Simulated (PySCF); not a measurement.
C₅H₁₁Ga.
Bonds: C1–Ga2, Ga2–C3, C3–C4, C4–C5, C5–C6, C3–C6. Hydrogens: H7, H8, H9 on C1; H10 on Ga2; H11 on C3; H12, H13 on C4; H14, H15 on C5; H16, H17 on C6.

The calculation used delta-SCF UKS SCAN, pcX-2 on the ionised atom, pcseg-1 elsewhere, spin-free X2C (PySCF). Vertical ΔSCF values, vacuum level as zero.

Some binding energies are withheld.

| atom(s) | bonded to | level | binding energy (eV) |
| --- | --- | --- | --- |
| C1 | 3 H and Ga | C 1s | ? |
| C3 | 2 C, H and Ga | C 1s | 289.55 |
| C4/C6 | 2 C and 2 H | C 1s | 290.22 |
| C5 | 2 C and 2 H | C 1s | ? |

What is the C 1s binding energy of C5?

290.33 eV (four-membered-ring carbon). The nearest listed C 1s value is that of C4/C6; the shift against it is +0.11 eV.

Fill in C 1s for C1.

289.70 eV (methyl carbon). The nearest listed C 1s value is that of C3; the shift against it is +0.15 eV.

The listed C 1s values span 0.78 eV, from C3 (bonded to 2 C, H and Ga) to C5 (bonded to 2 C and 2 H). The widest gap between neighbouring values is 0.52 eV, between 289.70 and 290.22 eV. Summing the Pauling electronegativity differences to the bonded atoms, each weighted by its formal bond order, gives -1.09 for the lowest site and -0.70 for the highest; no listed site has a larger sum than the highest. The smallest sum, -1.79, belongs to C1, 0.15 eV above the lowest.

Give the binding energy of C 1s of C3 in hartree and in kJ/mol.

289.55 eV = 10.6408 Eh = 27937 kJ/mol.

Topologically equivalent atoms share the value of their first member; where this conformer doesn't relate them by symmetry, their own values could differ. No level of gallium is listed. The structure is a single PBE0-D3(BJ)/def2-SVP conformer in the gas phase; no vibrational or solvent corrections.

On one thread of an Intel Xeon at 2.70 GHz, shared host, this took 91 s wall and 0.63 GiB of memory at its peak.

Conformer computed: `[CH3:1][GaH:2][CH:3]1[CH2:4][CH2:5][CH2:6]1`: C1–Ga2–C3–C4 35°.
